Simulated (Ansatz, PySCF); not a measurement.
C$_{2}$H$_{6}$In (SMILES [CH3][In][CH3]), doublet, at a GFN2-xTB geometry (such geometries of metal compounds can be far from the true shape) (the spin is typed, not shown lowest) (all electrons, no relativity), with bond 5-2 at 1.8 times its length. Base run: CASSCF(5,4)/STO-3G in PySCF.

The PySCF input:
```python
from pyscf import gto, scf, mcscf
import numpy

mol = gto.M(
    atom='''
In    0.213723    0.058122    0.265370
C     1.023094    0.107149   -1.987275
H     1.641258   -0.766817   -2.182531
H     1.591319    1.013092   -2.186356
H    -0.576587    0.058068   -3.117024
C    -2.104311   -0.401095    0.645763
H    -2.344709   -1.286724    0.060475
H    -2.672774    0.449947    0.275007
H    -2.334611   -0.573659    1.694256
''',
    basis='sto-3g',
    charge=0,
    spin=1,
    verbose=4,
)

mf = scf.ROHF(mol)
mf.kernel()
mc = mcscf.CASSCF(mf, 4, 5)
mc.fix_spin_(ss=0.75)
mc.kernel()
occ = numpy.linalg.eigvalsh(mc.fcisolver.make_rdm1(mc.ci, mc.ncas, mc.nelecas))[::-1]
ss = mc.fcisolver.spin_square(mc.ci, mc.ncas, mc.nelecas)[0]
print('natural occupations', occ.round(4), ' <S^2>', round(ss, 4))
```

Programs used: Ansatz (an electronic-structure program), PySCF; a row that names a program was run with it.

Each row names what was changed in the base input (with any setting that the change needs).

| change | ΔE vs base (mEh) | natural occupations | <S^2> of the state |
|---|---|---|---|
| base | 0.000 | 2.00 1.73 1.00 0.27 | 0.75 |
| active space = 5 electrons, 7 orbitals | -20.538 | 1.95 1.73 1.00 0.27 0.04 0.01 0.00 | 0.75 |
| solver = newton | 0.000 | 2.00 1.73 1.00 0.27 | 0.75 |
| conv_tol = 1e-5 | 0.007 | 2.00 1.73 1.00 0.27 | 0.75 |
| code = ansatz; correction = SC-NEVPT2, all electrons | -118.2 | - | - |
| active space = 9 electrons, 8 orbitals | -42.203 | 2.00 1.97 1.95 1.74 1.00 0.26 0.05 0.03 | 0.75 |
| active space = 7 electrons, 7 orbitals | -26.486 | 1.99 1.95 1.74 1.00 0.26 0.04 0.02 | 0.75 |
| fix_spin_ = off | 0.000 | 2.00 1.73 1.00 0.27 | 0.75 |
| orbitals = fixed (CASCI) | 84.367 | 2.00 2.00 1.00 0.00 | 0.75 |
| active space = 7 electrons, 9 orbitals | -45.953 | 1.96 1.95 1.74 1.00 0.26 0.05 0.03 0.02 0.00 | 0.75 |
| active space = 5 electrons, 6 orbitals | -22.979 | 1.95 1.74 1.00 0.26 0.04 0.01 | 0.75 |

Active orbitals are taken around the Fermi level unless the row says otherwise; CASSCF can end in different local minima, and two programs can end on different orbitals. State-averaged rows give the lowest state.

Open shells are given as the SCF converged; they aren't shown to be the lowest states, and a large step between rows can be another state.
